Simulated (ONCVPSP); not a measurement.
mercury, ONCV: configuration errors across variants

Hg (Z = 80), optimised norm-conserving Vanderbilt (ONCV), made with ONCVPSP 4.0.1 (PW91, scalar-relativistic). Core [Xe] 4f14, reference 5d10 6s2. Waves: 6s: rc 1.80 bohr, ncon 4, nbas 9, qcut 3.1 1/bohr, 2 projectors, debl 1.8 Ha; p scattering state at 0.39 Ha: rc 2.25 bohr, ncon 4, nbas 8, qcut 3.3 1/bohr, 1 projector; 5d: rc 2.15 bohr, ncon 4, nbas 9, qcut 7.4 1/bohr, 3 projectors, debl 1.8 Ha. Local part: polynomial inside 1.45 bohr (lpopt 5, dvloc0 6 Ha). Core correction: Teter function, fcfact 1.75, rcfact 1.75.

In the p channel the program set the typed energies aside and used 0.050 Ha.

All-electron excitation energies from the reference (eV): (1) 5d10 6s1 10.771; (2) 5d10 6s0 29.843; (3) 5d9 6s0 65.451; (4) 5d10 6s0 6p2 12.652.

A true bound ghost makes a file unfit for plane-wave use even where its test errors are small: the radial tests pick states by their node count and pass the ghost by.

Errors AE − PS in meV (a dash: test not solved or not reliable):

| change | (1) | (2) | (3) | (4) | bound ghosts | GHOST(+) flags above zero |
| --- | --- | --- | --- | --- | --- | --- |
| base | -23 | -132 | -272 | -35 | none | s |
| local potential polynomial inside 1.45 bohr (lpopt 5, dvloc0 0 Ha) | -24 | -132 | -272 | -35 | s, p | none |
| local potential polynomial inside 1.45 bohr (lpopt 5, dvloc0 2 Ha) | -26 | -135 | -278 | – | s, p | none |
| local potential polynomial inside 1.45 bohr (lpopt 5, dvloc0 5 Ha) | -23 | -132 | -272 | -35 | none | s, p |
| local potential polynomial inside 1.45 bohr (lpopt 5, dvloc0 6.5 Ha) | -23 | -132 | -272 | -35 | none | s |
| local potential polynomial inside 1.45 bohr (lpopt 5, dvloc0 8.5 Ha) | -23 | -132 | -272 | -35 | none | s |

Q: Give the same row for: local potential polynomial inside 1.45 bohr (lpopt 5, dvloc0 -1.5 Ha).

A: -24, -132, -272, -35; bound ghosts: s, p; GHOST(+) flags above zero: none.
